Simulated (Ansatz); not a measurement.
GeCl₃F⁺, that is GeFCl3 with one electron fewer, relaxed as a doublet with UKS PBE0-D4/def2-SVP in Ansatz, starting from the PBE0-D4/def2-SVP geometry of the neutral singlet. Force threshold 0.02 eV/Å.

Start:

```csv
atom,x (Å),y (Å),z (Å)
Ge1,-0.0221,-0.0216,0.0363
F2,-0.8190,-0.7978,1.3437
Cl3,-0.9962,-0.5933,-1.7525
Cl4,1.9963,-0.6552,0.0347
Cl5,-0.1591,2.0679,0.3379
```

(1) Estimate the energy that the relaxation releases and the steps that it takes.

(2) Does the start keep its bonding and symmetry?

(3) Predict the relaxed structure.

Results:

(1) 0.34 eV, in 12 steps; 74 s on 2 threads of Intel Xeon on a shared host. The force fell under the threshold at step 4, but the optimiser went on and released 0.278 eV more. No frequencies were taken in this run, so the end may be a saddle point.

(2) By distances, no bond broke or formed. The bond that changes most is Ge1–Cl3, from 2.12 to 2.19 Å (atoms count from 1). Point group C3v at the start, Cs at the end, both within 0.05 Å.

(3) 
```xyz
5

Ge    0.1093   -0.1837    0.1913
F    -0.8239   -0.8564    1.4260
Cl   -1.0231   -0.1721   -1.6863
Cl    2.0898   -0.7360    0.0919
Cl   -0.3521    1.9482   -0.0228
```
Bond lengths: 3 × Cl–Ge 2.06 to 2.19 Å; 1 × F–Ge 1.69 Å.
